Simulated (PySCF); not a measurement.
This PySCF input asks for the NMR shieldings of `CC(/C=C/C[O+]([BH3-])CF)C`, C7H16BFO; the geometry comes from GFN2-xTB.

```python
import basis_set_exchange as bse
import numpy as np
from pyscf import gto, dft
from pyscf.prop import nmr

atoms = """
B     3.862616   -0.978036   -0.347639
O     2.406002   -0.165234   -0.579942
C     2.414081    1.002441    0.161910
F     1.477554    1.874868   -0.317211
C     1.281858   -1.022150   -0.305388
C    -0.021578   -0.381116   -0.662296
C    -1.034853   -0.247320    0.177420
C    -2.351150    0.376674   -0.167207
C    -3.468150   -0.662349   -0.046872
C    -2.617591    1.563303    0.761146
H     3.746652   -1.957035   -0.998524
H     4.673462   -0.219214   -0.755981
H     3.926118   -1.173104    0.824666
H     2.177076    0.834774    1.224327
H     3.391798    1.477816    0.041046
H     1.458652   -1.905090   -0.924926
H     1.301509   -1.319623    0.750728
H    -0.093711   -0.015769   -1.677163
H    -0.948963   -0.614329    1.193173
H    -2.312729    0.738731   -1.198921
H    -3.534249   -1.033504    0.973561
H    -3.278295   -1.504263   -0.708747
H    -4.424218   -0.218939   -0.314765
H    -1.824829    2.301716    0.666490
H    -3.563931    2.034808    0.506695
H    -2.664175    1.234560    1.797385
"""
names = dict.fromkeys(["B", "O", "C", "F", "H"], "pcSseg-1")
basis = {el: gto.basis.parse(bse.get_basis(n, elements=[el], fmt="nwchem")) for el, n in names.items()}
mol = gto.M(atom=atoms, basis=basis, charge=0, verbose=0)
mf = dft.RKS(mol, xc="PBE0")
mf.grids.level = 2
mf.grids.alignment = dft.numint.BLKSIZE   # the property module wants whole blocks of grid points
mf.conv_tol = 1e-9
mf.kernel()

calc = nmr.RKS(mf)   # GIAO
C = mf.mo_coeff
Co = C[:, mf.mo_occ > 0]
resp = mf.gen_response(singlet=True, hermi=2)
def vind(x):   # induced exchange potential for any number of trial vectors
    d = np.einsum("pi,xij,qj->xpq", C, 2 * x.reshape(-1, C.shape[1], Co.shape[1]), Co, optimize=True)
    return np.einsum("xpq,pi,qj->xij", resp(d - d.transpose(0, 2, 1)), C, Co, optimize=True).ravel()
mo1, _ = nmr.rhf.solve_mo1(calc, with_cphf=vind)
sigma = calc.kernel(mo1)
for i, s in enumerate(sigma):   # ppm
    print("%2d %-2s %9.2f" % (i, mol.atom_pure_symbol(i), np.trace(s) / 3))
```

**Question.** What are the results?

**Answer.** 
```
 0 B      99.42
 1 O     257.05
 2 C      77.30
 3 F     337.99
 4 C     101.76
 5 C      55.34
 6 C      34.94
 7 C     148.61
 8 C     161.85
 9 C     162.98
10 H      28.51
11 H      28.60
12 H      28.74
13 H      26.58
14 H      25.72
15 H      26.63
16 H      27.86
17 H      25.74
18 H      26.00
19 H      29.52
20 H      30.90
21 H      30.65
22 H      30.54
23 H      30.47
24 H      30.57
25 H      30.94
```

These numbers come from an equivalent density-fitted implementation of the same equations, which agrees with the script to about 0.01 ppm for H and up to a few tenths of a ppm for heavy atoms, so last digits may differ.

Size and cost of the density-fitted run: 250 basis functions, 3.6 min wall time on 1 thread of an Intel Xeon, shared host; peak memory 1.2 GiB.
